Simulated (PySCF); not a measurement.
**Electron correlation in Ti⁺ (titanium, charge +1)**

[Ar] 3d2 4s1, high-spin 4F determinant. Computed with PySCF 2.14 in x2c-SVPall, with scalar relativity by spin-free X2C-1e. Frozen: [Ar]; 3 electrons correlated.

MP2 pair energies summed by pair of shells (mhartree):

```
 pair  energy  share (%)
3d-4s   -2.98       51.3
3d-3d   -2.82       48.7
```

Total MP2 correlation energy: -5.80 mhartree.

Same-spin part -5.80 and opposite-spin part 0.00 mhartree; SCS-MP2 scales them by 1/3 and 6/5 to -1.93 mhartree.
